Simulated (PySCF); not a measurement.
**Highest orbital energy against ionisation energy along the third row**

Calculated with PySCF 2.14, no spin-orbit coupling. Each cell gives −ε(HOMO) / ΔSCF in eV; NIST values include spin-orbit coupling, (s) semi-empirical, (t) theoretical.

```
                                                                                      species              UHF              LDA              PBE             PBE0           r2SCAN  NIST (lowest levels)
Al²⁺ (aug-cc-pV(T+d)Z with one added diffuse shell each of s, p, d, f type, non-relativistic)  28.059 / 28.039  24.535 / 28.806  24.429 / 28.812  25.448 / 28.677  24.629 / 28.376                28.448
Si²⁺ (aug-cc-pV(T+d)Z with one added diffuse shell each of s, p, d, f type, non-relativistic)  32.163 / 31.959  28.596 / 33.520  28.470 / 33.381  29.626 / 33.244  28.646 / 32.866                33.493
 P²⁺ (aug-cc-pV(T+d)Z with one added diffuse shell each of s, p, d, f type, non-relativistic)  29.975 / 29.581  24.803 / 30.204  24.954 / 30.239  26.369 / 30.260  25.406 / 30.370                30.203
 S²⁺ (aug-cc-pV(T+d)Z with one added diffuse shell each of s, p, d, f type, non-relativistic)  34.722 / 34.157  28.858 / 34.877  28.957 / 34.835  30.582 / 34.877  29.485 / 35.030      34.86 ± 0.04 (s)
Cl²⁺ (aug-cc-pV(T+d)Z with one added diffuse shell each of s, p, d, f type, non-relativistic)  39.694 / 38.963  33.037 / 39.668  33.104 / 39.585  34.961 / 39.667  33.767 / 39.833       39.8 ± 0.11 (s)
Ar²⁺ (aug-cc-pV(T+d)Z with one added diffuse shell each of s, p, d, f type, non-relativistic)  40.438 / 39.402  34.097 / 40.842  34.166 / 40.731  36.021 / 40.733  34.605 / 40.702    40.735 ± 0.012 (s)
```

**Question.** How far is −ε(HOMO) from ΔSCF on average for each method, and why?

**Answer.** UHF 0.49 eV; LDA -5.67 eV; PBE -5.58 eV; PBE0 -4.08 eV; r2SCAN -5.11 eV. Hartree-Fock orbital energies lack relaxation and so exceed the ΔSCF value; semilocal functionals have convex E(N) from self-interaction, so their HOMO lies far too high; exact exchange moves hybrids part of the way back.
